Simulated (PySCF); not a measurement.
H3Br2NOSi, singlet, at a GFN2-xTB geometry; DF-HF/def2-TZVPD run with PySCF.

PySCF was given this input:
```python
from pyscf import gto, scf

mol = gto.Mole()
mol.atom = '''
    N     1.71231166    0.90976465    1.04715673
    Si    0.48318425    0.50959532   -0.06795495
    O     0.48624448    1.48430193   -1.34565908
    Br   -1.40150568    0.64866112    1.07726209
    Br    0.61899492   -1.48784004   -0.99262030
    H     2.65834018    1.02983739    0.72797755
    H     1.69474914    0.53446157    1.97983558
    H     0.39407033    2.42986063   -1.28373138
'''
mol.basis = 'def2-tzvpd'
mol.verbose = 4
mol.max_memory = 1800
mol.build()

mf = scf.RHF(mol)
mf = mf.density_fit(auxbasis='def2-universal-jkfit')
mf.kernel()
```

Q: What does PySCF print? Leave out banner, timings and long lists.

A: 
```
PySCF version 2.14.0

[INPUT] verbose = 4
[INPUT] num. atoms = 8
[INPUT] num. electrons = 102
[INPUT] charge = 0
[INPUT] spin (= nelec alpha-beta = 2S) = 0
[INPUT] symmetry False subgroup None
[INPUT] Mole.unit = angstrom
[INPUT] Symbol           X                Y                Z      unit          X                Y                Z       unit  Magmom
[INPUT]  1 N      1.712311660000   0.909764650000   1.047156730000 AA    3.235800077299   1.719206026311   1.978839429195 Bohr   0.0
[INPUT]  2 Si     0.483184250000   0.509595320000  -0.067954950000 AA    0.913085900203   0.962995589160  -0.128416244309 Bohr   0.0
[INPUT]  3 O      0.486244480000   1.484301930000  -1.345659080000 AA    0.918868896782   2.804924133863  -2.542927118234 Bohr   0.0
[INPUT]  4 Br    -1.401505680000   0.648661120000   1.077262090000 AA   -2.648461897222   1.225791864454   2.035730314477 Bohr   0.0
[INPUT]  5 Br     0.618994920000  -1.487840040000  -0.992620300000 AA    1.169730871297  -2.811610192762  -1.875780512684 Bohr   0.0
[INPUT]  6 H      2.658340180000   1.029837390000   0.727977550000 AA    5.023534886127   1.946110619937   1.375678194332 Bohr   0.0
[INPUT]  7 H      1.694749140000   0.534461570000   1.979835580000 AA    3.202611724442   1.009985991405   3.741347017869 Bohr   0.0
[INPUT]  8 H      0.394070330000   2.429860630000  -1.283731380000 AA    0.744684997517   4.591771111563  -2.425900725710 Bohr   0.0

nuclear repulsion = 725.602641935244
number of shells = 95
number of NR pGTOs = 433
number of NR cGTOs = 261
basis = def2-tzvpd
ecp = {}

******** <class 'pyscf.df.df_jk.DFRHF'> ********
method = DFRHF
initial guess = minao
damping factor = 0
level_shift factor = 0
DIIS = <class 'pyscf.scf.diis.CDIIS'>
diis_start_cycle = 1
diis_space = 8
diis_damp = 0
SCF conv_tol = 1e-09
SCF conv_tol_grad = None
SCF max_cycles = 50
direct_scf = False
Set gradient conv threshold to 3.16228e-05
Initial guess from minao.
******** <class 'pyscf.df.df.DF'> ********
auxbasis = def2-universal-jkfit
init E= -5563.59631557492
  HOMO = -0.314201936895586  LUMO = 0.0134709261059568  gap/eV = 8.91643
cycle= 1 E= -5565.0102004464  delta_E= -1.41  |g|= 0.611  |ddm|=  2.4
  HOMO = -0.411462110292047  LUMO = 0.0372471472045372  gap/eV = 12.21000
cycle= 2 E= -5565.07467288368  delta_E= -0.0645  |g|= 0.329  |ddm|= 0.704
  HOMO = -0.404126059845025  LUMO = 0.0418529619402025  gap/eV = 12.13571
cycle= 3 E= -5565.09499447625  delta_E= -0.0203  |g|= 0.0566  |ddm|= 0.252
  HOMO = -0.407343669132103  LUMO = 0.0425780259259329  gap/eV = 12.24299
cycle= 4 E= -5565.09592416826  delta_E= -0.00093  |g|= 0.0135  |ddm|= 0.0641
  HOMO = -0.407260711212794  LUMO = 0.042574656957064  gap/eV = 12.24064
cycle= 5 E= -5565.09599288298  delta_E= -6.87e-05  |g|= 0.00441  |ddm|= 0.0207
  HOMO = -0.407112414058974  LUMO = 0.0426125991372048  gap/eV = 12.23764
cycle= 6 E= -5565.09600145582  delta_E= -8.57e-06  |g|= 0.0014  |ddm|= 0.00655
  HOMO = -0.407208113047839  LUMO = 0.0426061397281582  gap/eV = 12.24007
cycle= 7 E= -5565.09600267322  delta_E= -1.22e-06  |g|= 0.000437  |ddm|= 0.00242
  HOMO = -0.407238143188398  LUMO = 0.0426052313718387  gap/eV = 12.24086
cycle= 8 E= -5565.09600280272  delta_E= -1.29e-07  |g|= 0.000141  |ddm|= 0.000802
  HOMO = -0.407232988689649  LUMO = 0.0426051106810808  gap/eV = 12.24072
cycle= 9 E= -5565.09600281243  delta_E= -9.71e-09  |g|= 2.83e-05  |ddm|= 0.000268
  HOMO = -0.407235441689847  LUMO = 0.04260523203993  gap/eV = 12.24079
cycle= 10 E= -5565.09600281291  delta_E= -4.76e-10  |g|= 7.9e-06  |ddm|= 6.92e-05
  HOMO = -0.407235431019716  LUMO = 0.0426051224526897  gap/eV = 12.24078
Extra cycle  E= -5565.09600281294  delta_E= -2.91e-11  |g|= 3.81e-06  |ddm|= 1.26e-05
converged SCF energy = -5565.09600281294
```
